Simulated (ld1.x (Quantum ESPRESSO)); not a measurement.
# Ir: excitation energies, all-electron against PAW

Ir, PAW, made with ld1.x (Quantum ESPRESSO) 7.5 (LDA (PZ), scalar-relativistic). Core [Xe] 4f14, reference 5d6 6s0 6p0 (charge +3). Waves: 6s (bound, empty): rcut 2.00, rcutus 2.15 bohr; 6s channel at 2.35 Ry: rcut 2.00, rcutus 2.15 bohr; 6p (bound, empty): rcut 2.10, rcutus 2.60 bohr; 6p channel at -1.15 Ry: rcut 2.10, rcutus 2.60 bohr; 5d (bound): rcut 1.50, rcutus 1.75 bohr; 5d channel at 1.2 Ry: rcut 1.50, rcutus 1.75 bohr. Local part: all-electron potential smoothed inside 1.85 bohr (lloc = -1). Core correction: Bessel-smoothed model core, default radius (core density twice the valence density). Augmentation charge: BESSEL, radius 1.30 bohr.

Energies are relative to the spin-unpolarised reference configuration 5d6 6s0 6p0; without spin polarisation the order of configurations can differ from experiment. Spin-polarised rows fill each open shell by Hund’s rule, majority spin first.

| valence configuration | charge | ΔE all-electron (eV) | error AE − PS (meV) |
| --- | --- | --- | --- |
| 5d7 6s2 6p0 | 0 | -58.877 | -80 |
| 5d7 6s1 6p0 | +1 | -48.692 | -79 |
| 5d8 6s0 6p0 | +1 | -49.852 | -198 |
| 5d6 6s2 6p0 | +1 | -46.464 | +0.3 |
| 5d7 6s0 6p1 | +1 | -42.115 | -58 |
| 5d8 6s1 6p0 | 0 | -59.154 | -184 |
| 5d6 6s0 6p0 (spin-polarised) | +3 | -2.503 | -23 |
| 5d7 6s2 6p0 (spin-polarised) | 0 | -60.029 | -91 |

Q: What are ΔE and the potential's error for 5d7 6s0 6p0?

A: ΔE = -30.842 eV all-electron; the error (AE − PS) is -68 meV.

Note: ghost state, extra bound levels that the all-electron valence spectrum of the same l lacks: s at -74.7 eV. A true bound ghost makes a file unfit for plane-wave use.
